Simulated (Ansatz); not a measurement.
Relaxation of C₃H₈BFSi (14 atoms, charge 0, multiplicity 1), to a largest force component of 0.02 eV/Å in at most 40 steps.

Theory: Ansatz 0.2.0, RKS PBE0-D4/STO-3G.

```xyz
14
Properties=species:S:1:pos:R:3
C -1.219 -1.080 1.583
B -0.490 -0.685 0.239
C 0.480 -1.036 -0.997
C 0.005 0.323 -0.954
F -1.079 0.539 -1.880
Si 1.035 1.749 -0.439
H -1.014 -2.078 1.871
H -2.320 -0.910 1.392
H -0.946 -0.327 2.421
H 1.569 -1.146 -0.627
H 0.051 -1.749 -1.684
H 2.028 1.284 0.583
H 0.162 2.833 0.121
H 1.726 2.253 -1.599
```

Where does it end, and by what steps?

The run converged. Limits of this set-up: minimal basis. After 10 steps the energy has fallen by 1.135 eV; H13 moved furthest, 0.24 Å.

```tsv
step	energy less start (eV)	largest force component (eV/Å)	accepted
0	0.0000	4.797	yes
1	-0.9957	1.451	yes
2	-1.0924	0.667	yes
3	-1.1137	0.235	yes
4	-1.1264	0.276	yes
5	-1.1320	0.142	yes
6	-1.1331	0.049	yes
7	-1.1335	0.027	yes
8	-1.1346	0.039	yes
9	-1.1348	0.036	yes
10	-1.1351	0.019	yes
```

```xyz
14
Properties=species:S:1:pos:R:3
C -1.208 -1.090 1.543
B -0.424 -0.667 0.275
C 0.497 -1.048 -0.891
C -0.177 0.362 -0.851
F -1.145 0.684 -1.816
Si 1.025 1.764 -0.439
H -0.980 -2.103 1.896
H -2.291 -1.021 1.359
H -0.996 -0.386 2.362
H 1.588 -1.099 -0.854
H 0.080 -1.786 -1.588
H 1.863 1.345 0.660
H 0.293 2.946 -0.051
H 1.862 2.071 -1.576
```

Run time: 52 s on 1 CPU thread of a shared host.
